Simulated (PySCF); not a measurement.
C₄H₉O₂ (SMILES C1C[OH+]CCO1), charge +1, singlet, geometry from GFN2-xTB. Base run: PBE0/3-21G run with PySCF.

Here is a job for PySCF.
```python
from pyscf import gto, scf, dft

mol = gto.M(
    atom='''
C     1.33725168    0.06656417   -0.44632930
C     0.74388758   -1.18028188    0.20726565
O    -0.36206640   -0.80065599    1.09365955
C    -1.36293544   -0.01520123    0.36272443
C    -0.69648336    1.19122689   -0.29626356
O     0.34124733    0.76976439   -1.14428956
H     2.09036655   -0.21854948   -1.18243169
H     1.80952077    0.70914008    0.31370797
H     1.47288917   -1.72433803    0.80850751
H     0.31250458   -1.84571437   -0.54378494
H     0.00257401   -0.23714095    1.81212863
H    -1.78215035   -0.68736273   -0.38922402
H    -2.13707398    0.27198446    1.07488037
H    -0.31701144    1.88511998    0.47062106
H    -1.41538955    1.72014615   -0.92374809
''',
    basis='3-21g',
    charge=1,
    verbose=3,
)

mf = dft.RKS(mol)
mf.xc = 'pbe0'
mf.kernel()
```

The job was repeated with other settings on one machine. Differences are taken from exact integrals (base: -305.941193 Eh). The cheapest run took very roughly 8 core-seconds.

```csv
setting,fitting functions,"cost, times the cheapest (rough)",difference in total energy (µEh)
auxbasis = autoaux,511,1,-6541
auxbasis = even-tempered beta=2.0,399,1,-6798
auxbasis = def2-universal-jfit,393,1,82
auxbasis = even-tempered beta=3.0,258,1,-11168
auxbasis = cc-pvtz-ri,756,1,-207
auxbasis = cc-pvqz-jkfit,1095,1,-48
auxbasis = cc-pvdz-jkfit,627,2,-219
base,-,2,reference
only_dfj = on; auxbasis = def2-universal-jfit,393,2,-682
"exchange = seminumerical (SGX) (with mf = sgx.sgx_fit(mf, auxbasis='def2-universal-jfit'); with mf.with_df.dfj = True)",393,7,-683
```

Errors of the fitted Coulomb and exchange terms can cancel in the total.

Times come from a shared machine, hold the start-up and are rough.
